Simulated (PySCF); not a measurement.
PySCF input (CCSD(T)/cc-pVDZ):

```python
from pyscf import gto, scf, mp, cc as ccmod

mol = gto.M(
    atom='''
    B    -0.00000000   -0.00000000   -1.12599825
    Cl    0.00000000    0.00000000    0.46627717
    H    -0.00000000   -0.00000000   -2.29672064
    ''',
    basis='cc-pvdz',
    charge=1,
    spin=0,
    verbose=4,
)

mf = scf.RHF(mol)
mf.conv_tol = 1e-10
mf.max_cycle = 100
mf.kernel()
mp2 = mp.MP2(mf, frozen=6).run()
cc = ccmod.CCSD(mf, frozen=6)
cc.max_cycle = 100
cc.kernel()
et = cc.ccsd_t()
print(f'E(CCSD(T)) = {cc.e_tot + et:.9f}')
```

End of the output:

```
Extra cycle  E= -484.468237919028  delta_E= 7.96e-13  |g|= 1.63e-07  |ddm|= 7.91e-07
converged SCF energy = -484.468237919028

******** <class 'pyscf.mp.mp2.RMP2'> ********
nocc = 5, nmo = 31
frozen orbitals 6
E(RMP2) = -484.665536357613  E_corr = -0.197298438585436
E(SCS-RMP2) = -484.663504744325  E_corr = -0.195266825297928
E_corr(same-spin) = -0.0478745780822247
E_corr(oppo-spin) = -0.149423860503211

******** <class 'pyscf.cc.ccsd.CCSD'> ********
CC2 = 0
CCSD nocc = 5, nmo = 31
frozen orbitals 6
max_cycle = 100
direct = 0
conv_tol = 1e-07
conv_tol_normt = 1e-05
diis_space = 6
diis_start_cycle = 0
diis_start_energy_diff = 1e+09
Init t2, MP2 energy = -484.665536355181  E_corr(MP2) -0.197298436153236
Init E_corr(CCSD) = -0.197298436153247
cycle = 1  E_corr(CCSD) = -0.211284990199011  dE = -0.013986554  norm(t1,t2) = 0.0491742
cycle = 2  E_corr(CCSD) = -0.21715546623136  dE = -0.00587047603  norm(t1,t2) = 0.0156303
cycle = 3  E_corr(CCSD) = -0.218072612674269  dE = -0.000917146443  norm(t1,t2) = 0.00921522
cycle = 4  E_corr(CCSD) = -0.219349078022584  dE = -0.00127646535  norm(t1,t2) = 0.00388237
cycle = 5  E_corr(CCSD) = -0.219195462848921  dE = 0.000153615174  norm(t1,t2) = 0.000911903
cycle = 6  E_corr(CCSD) = -0.219204114633219  dE = -8.6517843e-06  norm(t1,t2) = 0.000118076
cycle = 7  E_corr(CCSD) = -0.21920636493522  dE = -2.250302e-06  norm(t1,t2) = 3.25124e-05
cycle = 8  E_corr(CCSD) = -0.219206397538173  dE = -3.26029523e-08  norm(t1,t2) = 1.00925e-05
cycle = 9  E_corr(CCSD) = -0.219206087274026  dE = 3.10264146e-07  norm(t1,t2) = 2.97374e-06
cycle = 10  E_corr(CCSD) = -0.219206044995668  dE = 4.22783583e-08  norm(t1,t2) = 5.25036e-07
CCSD converged
E(CCSD) = -484.6874439640231  E_corr = -0.2192060449956678
CCSD(T) correction = -0.00706056155126929
E(CCSD(T)) = -484.694504526
```
